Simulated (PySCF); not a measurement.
The potential of point charges around `C=C(Cl)c1cncn1[SiH3]`

Species: `C=C(Cl)c1n(cnc1)[SiH3]`. Coordinates (GFN2-xTB, Å) and charges (e) from the PBE0/pcSseg-1 density (PySCF):

```
atom       x       y       z  Mulliken      IAO  Hirshfeld  ESP-fitted
  C1   2.739  -0.244  -0.035   -0.0150  -0.3352    -0.1128     -0.3818
  C2   1.469  -0.407   0.325   -0.2877  -0.0062    +0.0154     -0.0978
 Cl3   1.051  -1.705   1.401   -0.0886  -0.0150    +0.0300     -0.0299
  C4   0.377   0.439  -0.080   +0.3288  +0.0044    +0.0005     +0.1010
  C5   0.434   1.725  -0.573   +0.0354  -0.0788    -0.0263     +0.1066
  N6  -0.816   2.184  -0.815   -0.3875  -0.3170    -0.2038     -0.5658
  C7  -1.610   1.209  -0.483   +0.3049  +0.0479    +0.0458     +0.2428
  N8  -0.961   0.109  -0.020   -0.7594  -0.3534    -0.1043     -0.2158
 Si9  -1.770  -1.392   0.435   +0.6405  +0.7338    +0.3469     +0.4914
 H10   3.516  -0.889   0.330   +0.1282  +0.1713    +0.0521     +0.2042
 H11   3.019   0.543  -0.710   +0.1299  +0.1675    +0.0580     +0.1789
 H12   1.293   2.340  -0.751   +0.0842  +0.1638    +0.0580     +0.1321
 H13  -2.678   1.249  -0.557   +0.1075  +0.1674    +0.0621     +0.1093
 H14  -1.149  -2.488  -0.297   -0.0565  -0.1077    -0.0724     -0.0666
 H15  -3.126  -1.168  -0.070   -0.1049  -0.1289    -0.0748     -0.1256
 H16  -1.793  -1.496   1.889   -0.0599  -0.1137    -0.0745     -0.0830
```

Points outside the species (Å): A (3.2, -4.0, 5.4); B (0.8, 1.7, -4.8); C (2.0, 5.7, 1.9).

Q: Find the potential V = 14.3996 V·Å × Σ q/r of each set of charges at these points.

A: In volts:

| point | nearest atom | distance (Å) | Mulliken | IAO | Hirshfeld | ESP-fitted |
| --- | --- | --- | --- | --- | --- | --- |
| A | Cl3 | 5.09 | -0.053 | +0.032 | +0.069 | +0.008 |
| B | H12 | 4.13 | -0.137 | -0.270 | -0.153 | -0.165 |
| C | H12 | 4.34 | -0.107 | -0.186 | -0.106 | -0.115 |

Q: How far are the other sets from the ESP-fitted one at these points?

A: Root-mean-square difference: Hirshfeld 0.036 V, Mulliken 0.039 V, IAO 0.074 V. The ESP scheme fits charges at the nuclei, held to the total charge, to the electrostatic potential on points at 1.4 to 2.0 times the van der Waals radii.

Q: What energy would a point charge of -1 e have at B in the field of the ESP charges, leaving out polarisation?

A: +0.165 eV = +15.9 kJ/mol, a repulsion.

One conformer (not necessarily the lowest) at the GFN2-xTB geometry, without solvent, vibrations or thermal averaging.

The run behind these numbers computed NMR shieldings as well. On one thread, Arm Neoverse V2 (aarch64), no GPU, shared host, this took 35 s wall and 0.90 GiB of memory at its peak.

The values belong to the conformer `[CH2:1]=[C:2]([Cl:3])[c:4]1[cH:5][n:6][cH:7][n:8]1[SiH3:9]`: C1–C2–C4–C5 -19°.
